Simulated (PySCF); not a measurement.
Si(CCH)(Me)2(NMe2), C6H13NSi, SMILES C[Si](C)(C#C)N(C)C, singlet, GFN2-xTB optimised geometry.

```
21

C     -0.93     1.72    -0.05
C     -0.54     0.58     0.00
Si     0.01    -1.21     0.00
C      1.91    -1.21     0.00
C     -0.68    -2.02     1.57
N     -0.54    -2.11    -1.37
C      0.07    -1.94    -2.67
C     -1.90    -2.55    -1.48
H     -1.26     2.72    -0.08
H      2.32    -2.20    -0.19
H      2.29    -0.88     0.96
H      2.31    -0.53    -0.75
H     -0.56    -3.10     1.56
H     -0.17    -1.64     2.45
H     -1.74    -1.80     1.70
H      1.11    -1.65    -2.56
H      0.02    -2.88    -3.22
H     -0.44    -1.16    -3.26
H     -2.53    -1.81    -1.99
H     -2.32    -2.72    -0.49
H     -1.95    -3.49    -2.04
```

Density from PBE0/def2-SVP (PySCF) at that geometry.

Minimum of the electron density along straight lines between bonded atoms, close to the bond critical point (lines longer than 1.1 times the sum of covalent radii, or with two minima, are not listed):

```csv
bond,length / Å,ρ at the minimum / e bohr⁻³,∇²ρ there / e bohr⁻⁵,position (fraction from the first atom)
C1–C2,1.203,0.403,-1.15,0.54
C2–Si3,1.870,0.106,0.39,0.62
Si3–C4,1.901,0.112,0.32,0.38
Si3–C5,1.901,0.112,0.32,0.38
Si3–N6,1.729,0.122,0.72,0.40
N6–C7,1.442,0.273,-0.78,0.61
N6–C8,1.442,0.273,-0.78,0.61
C1–H9,1.053,0.293,-1.22,0.65
C4–H11,1.085,0.272,-0.97,0.62
C4–H12,1.085,0.272,-0.97,0.62
C5–H14,1.085,0.272,-0.97,0.62
C5–H15,1.085,0.272,-0.97,0.62
C7–H16,1.085,0.282,-1.07,0.63
C7–H17,1.094,0.277,-1.02,0.63
C7–H18,1.097,0.275,-1.00,0.63
C8–H19,1.097,0.275,-1.00,0.63
C8–H20,1.085,0.282,-1.07,0.63
C8–H21,1.094,0.277,-1.02,0.63
```
